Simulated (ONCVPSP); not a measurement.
Before and after: ONCV potential for Au

* Element: gold
* Generator: ONCVPSP 4.0.1
* Type: optimised norm-conserving Vanderbilt (ONCV)
* Functional: PBE
* Relativity: fully relativistic
* Frozen core: [Kr] 4d10 4f14
* Valence charge: 19
* Reference configuration: 5s2 5p6 5d10 6s0.5 6p0.5
* Partial waves: 5s+6s: rc 1.65 bohr, ncon 5, nbas 9, qcut 6.4 1/bohr, 2 projectors; 5p+6p: rc 1.55 bohr, ncon 3, nbas 7, qcut 9.1 1/bohr, 2 projectors; 5d: rc 2.30 bohr, ncon 4, nbas 9, qcut 5.6 1/bohr, 2 projectors, debl 1.7 Ha
* Local potential: polynomial inside 1.35 bohr (lpopt 5, dvloc0 3 Ha)
* Core correction: Teter function fitted to the true core (icmod 2), fcfact 0.25

Open shells are filled in proportion to 2j + 1.

Change: s: qcut 7.3; p: qcut 10.4; d: qcut 6.4.

Cutoffs: the cutoffs (Ha) at which the residual kinetic energy of the hardest occupied pseudo-wave falls to 1 and 0.1 mHa per electron; they do not see the model core or the augmentation charge, which bear on the density cutoff. Errors are all-electron minus pseudo energies relative to the spin-unpolarised reference configuration.

Question: Predict the effect on cutoff, ghosts and configuration errors.

Answer: The potential gets neither clearly harder nor softer (26 Ha and 72 Ha → 34 Ha and 40 Ha); of the 3 tests that both files solve, the error grows in 0 and shrinks in 2 by more than 15 % and 0.3 meV (median size 0.9 → 0.5 meV); the range in which the d5/2 phases agree widens (upper end 2.0 → 3.4); neither file shows a bound ghost.

```csv
quantity,base,changed
"cutoff, loose",26 Ha,34 Ha
"cutoff, tight",72 Ha,40 Ha
loose cutoff by channel,"s 19 Ha, p 26 Ha, d 14 Ha","s 22 Ha, p 34 Ha, d 16 Ha"
bound ghosts,none,none
GHOST(+) flags under 300 eV,d5/2 at 66.4 eV,none
tests with a reliable result,3 of 4,3 of 4
"error for 5s2 5p6 5d10 6s1 6p0, meV [ΔE -2.53 eV]",-0.1,-0.1
"error for 5s2 5p6 5d10 6s0 6p0, meV [ΔE 6.90 eV]",+0.9,+0.5
"error for 5s2 5p6 5d9 6s1 6p0, meV [ΔE 9.62 eV]",+17,+9.0
s: phases at 1.67 bohr within 0.05 rad from the reference energy up to (Ha; the scan ends near 5),to the end of the scan,to the end of the scan
p3/2: phases at 1.58 bohr within 0.05 rad from the reference energy up to (Ha; the scan ends near 5),to the end of the scan,to the end of the scan
p1/2: phases at 1.58 bohr within 0.05 rad from the reference energy up to (Ha; the scan ends near 5),to the end of the scan,to the end of the scan
d5/2: phases at 2.34 bohr within 0.05 rad from the reference energy up to (Ha; the scan ends near 5),2.0,3.4
d3/2: phases at 2.34 bohr within 0.05 rad from the reference energy up to (Ha; the scan ends near 5),4.0,4.9
"rms error of d²Exc/dni dnj with the model core, mHa",3.08,3.16
```
